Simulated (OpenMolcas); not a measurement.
**Os5+: from CASSCF to CASPT2**

```json
{
  "Program": "OpenMolcas 26.06",
  "Basis": "ANO-RCC-VQZP [9s8p6d4f3g2h]",
  "Scalar Hamiltonian": "DKH2, point nucleus",
  "Active space": "3 electrons in 10 orbitals (5d 6d)",
  "State averaging": "2S+1 = 4 even, 10 roots; 2S+1 = 2 even, 40 roots",
  "Spin-orbit coupling": "RASSI with atomic mean-field integrals over the reference wave functions, term energies averaged over their components"
}
```

Methods on the same reference wave functions:
A. CASSCF
B. SS-CASPT2, IPEA 0.25 Eh, imaginary shift 0.1 Eh (closed shells correlated: 5s 5p)
C. MS-CASPT2, IPEA 0.25 Eh, imaginary shift 0.1 Eh (closed shells correlated: 5s 5p)

Energies in cm-1 above 5d3 4F 3/2, the measured ground level; measured values from the list in Brasseur, Palmeri and Quinet, Atoms 13, 11 (2025).

| Level | A | B | C | Measured |
| --- | --- | --- | --- | --- |
| 5d3 4F 3/2 | 0.0 | 0.0 | 0.0 | 0.0 |
| 5d3 4F 5/2 | 5930 | 6330 | 6340 | 6397 |
| 5d3 4F 7/2 | 11126 | 11340 | 11350 | 11444 |
| 5d3 4F 9/2 [57 %] | 14987 | 14630 | 14640 | 14678 |
| 5d3 4P 1/2 [66 %] | 19181 | 16880 | 16890 | 16772 |
| 5d3 2G 7/2 | 24514 | 22860 | 22870 | 22920 |
| 5d3 2H 9/2 [56 %] | 25242 | 24090 | 24100 | 24028 |
| 5d3 4P 5/2 | 26855 | 25180 | 25180 | 24828 |
| 5d3 2P 1/2 [66 %] | 32242 | 28750 | 28760 | 28860 |
| 5d3 2H 11/2 | 34346 | 32500 | 32510 | 32156 |
| 5d3 2D 5/2(1) | 37689 | 34840 | 34900 | 34418 |
| 5d3 2G 9/2 [57 %] | 38695 | 37040 | 37050 | 37019 |
| 5d3 2P 3/2 [55 %] | 43613 | 40050 | 40030 |  |
| 5d3 2F 5/2 | 45007 | 40520 | 40540 | 39601 |
| 5d3 2F 7/2 | 45461 | 41170 | 41180 | 40447 |
| 5d3 2D 3/2(2) | 67081 | 61520 | 61580 |  |
| 5d3 2D 5/2(2) | 67628 | 62310 | 62270 | 61005 |

Deviations, from unrounded energies. A percentage is the sum of absolute deviations over the sum of measured energies, with the sign that they share, or ± where signs differ.

```tsv
Against measurement	Levels	A	B	C
mean absolute deviation (cm-1)	14	2600	330	330
fine structure of the ground term (%)	3	±3.4	-0.6	-0.6
other terms of the ground configuration (%)	11	+9.6	±1.2	±1.2
```

B, C lie about equally close to measurement and A furthest from it. The largest miss of B in the table is 5d3 2D 5/2(2), by +1300 cm-1. The ranking rests on the paired levels alone, and a cruder setting can come out closer through cancelling errors.

Between B and C the level of the table that moves most is 5d3 2D 5/2(1), by 64 cm-1 (lowest in B, highest in C). Moves below CASPT2's spread within the term are not significant.

The two smallest mean deviations differ by little beside CASPT2's spread within terms, so their order carries little weight.

From A to B the spin-free energies of the other terms of 5d3 shown, above 4F, scale by factors of 0.75 to 0.88, as is usual when dynamic correlation screens the repulsion within a d or f shell.

The lowest spin-free term lies below A's lowest term by 0.276 hartree in B, 0.276 hartree in C.

CASPT2 does not keep the components of a term degenerate, so their means are used; among the terms shown or strongly mixed into the levels shown the widest spread is 500 cm-1 (5d3 4F, C). Active for correlation alone: 6d; no level in the range computed is led by a configuration that fills it, so any true level of that kind is missing. Without dynamic correlation excited terms often stand tens of per cent too high (terms of higher spin than the ground term too low), and those without a measured partner can miss by more than the paired ones (holds for A). Measured partners are found by configuration, term and J. A level has none where our copy of the source lacks it or the pairing is in doubt (some pairs that miss far off the trend of their configuration count as doubtful), and it then counts in no deviation. Only configurations of the active space appear. Levels that lie high or do not pair safely by name in every column are left out.

A share in square brackets marks a mixed level and gives the weight of the term that names it, the lowest over the columns. A number in round brackets counts repeated terms of one configuration in the order of the reference energies.
